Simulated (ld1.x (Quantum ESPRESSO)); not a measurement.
# Which change was made? (Gd, RRKJ)

```json
{
 "Element": "gadolinium (Gd)",
 "Generator": "ld1.x (Quantum ESPRESSO) 7.5",
 "Type": "norm-conserving RRKJ (Kleinman–Bylander form)",
 "Functional": "PBEsol",
 "Relativity": "scalar-relativistic",
 "Frozen core": "[Kr]",
 "Valence charge": "28",
 "Reference configuration": "4d10 4f7 5s2 5p6 5d1 6s1.5 6p0 (charge +0.5)",
 "Partial waves": "5s (bound): rc 2.10 bohr; 4d (bound): rc 1.05 bohr; 4f (bound): rc 0.75 bohr; 5p (bound): rc 1.55 bohr",
 "Local potential": "the p channel",
 "Core correction": "none"
}
```

Occupied shells without a wave of their own: 5d, 6s. They enter only through the test configuration that unscreens the potential.

Cutoffs, loose and tight: the cutoffs (Ry, on a coarse ladder) from which the occupation-weighted sum of valence levels, in a spherical-Bessel basis at the reference potential, stays within 10 and 1 mRy of its value at 400 Ry. They do not see the model core or the augmentation charge, which bear on the density cutoff. Test errors are all-electron minus pseudo excitation energies from the reference, over the configurations 4d10 4f7 5s2 5p6 5d1 6s2 6p0; 4d10 4f7 5s2 5p6 5d1 6s1 6p0; 4d10 4f7 5s2 5p6 5d1 6s0 6p0; 4d10 4f7 5s2 5p5 5d1 6s2 6p0; 4d10 4f7 5s2 5p6 5d1 6s0 6p2; 4d10 4f7 5s1 5p6 5d1 6s2 6p0; 4d10 4f6 5s2 5p6 5d1 6s2 6p0; variants that change the core or the reference have their own tests. The largest error is taken over the tests solved by every variant that gives reliable tests at all, those not shown here included: 4d10 4f6 5s2 5p6 5d1 6s2 6p0; 4d10 4f7 5s1 5p6 5d1 6s2 6p0; 4d10 4f7 5s2 5p5 5d1 6s2 6p0; 4d10 4f7 5s2 5p6 5d1 6s0 6p0; 4d10 4f7 5s2 5p6 5d1 6s1 6p0; 4d10 4f7 5s2 5p6 5d1 6s2 6p0.

The base gives: outcome: generated, misses its reference levels by 1.73 eV; cutoff, loose: over 300 Ry; cutoff, tight: over 300 Ry; bound ghosts: none; largest test error (meV): -620.

**Question.** After one change the result is: outcome: generated, misses its reference levels by 1.72 eV; cutoff, loose: over 300 Ry; cutoff, tight: over 300 Ry; bound ghosts: none; largest test error (meV): -565. Which change was it?
A. non-relativistic
B. all radii scaled by about 1.26 (s 2.64, p 1.96, d 1.32, f 0.94 bohr)
C. functional PBE
D. reference 4d10 4f7 5s2 5p6 5d1 6s2 6p0

**Answer.** C. The others give: non-relativistic → outcome: generated, misses its reference levels by 2.09 eV; bound ghosts: not determined; largest test error (meV): +165 | all radii scaled by about 1.26 (s 2.64, p 1.96, d 1.32, f 0.94 bohr) → outcome: generated, misses its reference levels by 1.79 eV; cutoff, loose: 260 Ry; cutoff, tight: over 300 Ry; bound ghosts: s; largest test error (meV): -3009 | reference 4d10 4f7 5s2 5p6 5d1 6s2 6p0 → outcome: generated, misses its reference levels by 1.51 eV; cutoff, loose: over 300 Ry; cutoff, tight: over 300 Ry; bound ghosts: none; largest test error (meV): +2707.
